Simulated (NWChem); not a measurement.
# CH7FSi2; SMILES C[Si@@H](F)[SiH3]

All runs: NWChem. All runs use the structure optimised with PBE0/def2-SVP. Hybrids' shares of exact exchange are those that their runs print; pure functionals count as 0. The functionals differ in more than this share.

```
row              share of exact exchange  highest occupied level (eV)
---------------  -----------------------  ---------------------------
PBE/def2-SVP                        0.00                        -6.84
TPSSh/def2-SVP                      0.10                        -7.53
B3LYP/def2-SVP                      0.20                        -7.86
PW6B95/def2-SVP                     0.28                     withheld
```

Problem. Fit a straight line of the last column on the one before it, predict the withheld value, and compare with the run.

Solution. 
1. Means of the 3 shown rows: x = 0.100, y = -7.410. Slope Σ(x − x̄)(y − ȳ)/Σ(x − x̄)² = -0.1020/0.02000 = -5.100; intercept -6.900.
2. The shown rows scatter about the line by 0.085 (root mean square); the largest residual is -0.12, at TPSSh/def2-SVP.
3. At x = 0.28 (PW6B95/def2-SVP; beyond the shown range) the line gives -8.33.
4. The run gives -8.16, +0.17 from the line, 2.0 times the scatter.
